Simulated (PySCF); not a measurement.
Isomers of C6H11N, from PBE0-D3(BJ)/def2-SVP geometry optimisation, gas phase (PySCF 2.14.0). One conformer each, no zero-point energy, no frequencies.

Question: Which isomer lies lowest at this level?
A. `[CH2:1]=[N:2][CH:3]1[CH2:4][CH2:5][CH2:6][CH2:7]1` with C1–N2–C3–C4 119°, N2–C3–C4–C5 138°, C3–C4–C5–C6 -38°, C4–C5–C6–C7 42°, C5–C6–C7–C3 -30°: A = 5947, B = 1833, C = 1562 MHz, dipole 1.22 D
B. `[H]/[N:7]=[C:6]1\[C@H:2]([CH3:1])[CH2:3][CH2:4][CH2:5]1` with C1–C2–C3–C4 -162°, C2–C3–C4–C5 40°, C3–C4–C5–C6 -29°, C4–C5–C6–N7 -174°: A = 3512, B = 2864, C = 1704 MHz, dipole 2.34 D
C. `[CH3:1][CH2:2][CH2:3][CH2:4][CH2:5][C:6]#[N:7]` with C1–C2–C3–C4 180°, C2–C3–C4–C5 180°, C3–C4–C5–C6 -62°: A = 5460, B = 1122, C = 985.6 MHz, dipole 3.87 D

Answer: B. That is `[H]/N=C1/CCC[C@H]1C`, 7.0 kcal/mol below the next.

```
             SMILES                                            mapped SMILES      E (Eh)  relative (kcal/mol)  relative (kJ/mol)  dipole (D)
[H]/N=C1/CCC[C@H]1C  [H]/[N:7]=[C:6]1\[C@H:2]([CH3:1])[CH2:3][CH2:4][CH2:5]1  -289.46567                  0.0                0.0        2.34
           CCCCCC#N           [CH3:1][CH2:2][CH2:3][CH2:4][CH2:5][C:6]#[N:7]  -289.45455                  7.0               29.2        3.87
         C=NC1CCCC1        [CH2:1]=[N:2][CH:3]1[CH2:4][CH2:5][CH2:6][CH2:7]1  -289.44426                 13.4               56.2        1.22
```

As drawn, the lowest has an N–H bond, which the highest lacks.
